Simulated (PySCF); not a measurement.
SMILES [SiH2](C#C)N(C)C (C4H9NSi) at its GFN2-xTB optimised geometry (Å):

```
15

Si    -0.9259     0.0792     0.0000
C      0.9253     0.0792     0.0000
C      2.1264     0.1011    -0.0224
N     -1.3843    -0.8600     1.3676
C     -0.7054    -0.7469     2.6334
C     -2.7265    -1.3602     1.5098
H     -1.3603     1.4916     0.0000
H     -1.4611    -0.6267    -1.1679
H      3.1789     0.1126    -0.0365
H     -1.2000    -0.0284     3.3001
H      0.3196    -0.4232     2.4705
H     -0.6928    -1.7195     3.1349
H     -3.3576    -0.6784     2.0950
H     -2.7103    -2.3274     2.0215
H     -3.1789    -1.4916     0.5300
```

Level of theory: PySCF 2.14.0 with PBE0/def2-TZVP. Cells within 0.4 Å of a nucleus heavier than hydrogen are left out (blank, or x).

Map of the electron localisation function on the plane z = 0.0 Å:

```
|00000000000000000000000000000|
|00000000000000000000000000000|
|00000000000000000000000000000|
|00000000000000000000000000000|
|00000000000000000000000000000|
|00000000000000000000000000000|
|00000000013310000000000000000|
|00000000599983000000000000000|
|00000004999996000000000000000|
|00000008999997000122100000000|
|00000007999997002455321000000|
|00000004999995245676555530000|
|00000000489412686787689983000|
|000000001306x098x28xx99997000|
|00000000010xx198xx8xx99998000|
|00001200011130884686599996000|
|00027871002211576787667861000|
|00069997001221134566432100000|
|00079999100110001344210000000|
|00069999100000000111100000000|
|00027986000000000000000000000|
|00001221000000000000000000000|
|00000000000000000000000000000|
|00000000000000000000000000000|
|00000000000000000000000000000|
|00000000000000000000000000000|
|00000000000000000000000000000|
|00000000000000000000000000000|
|00000000000000000000000000000|
```
Scale: ten equal steps from 0.000 (start of '0') to 1.000 (end of '9'), in the order '0123456789'; x runs from -5.50 to 5.50, y from -5.50 (bottom) to 5.50 (top).
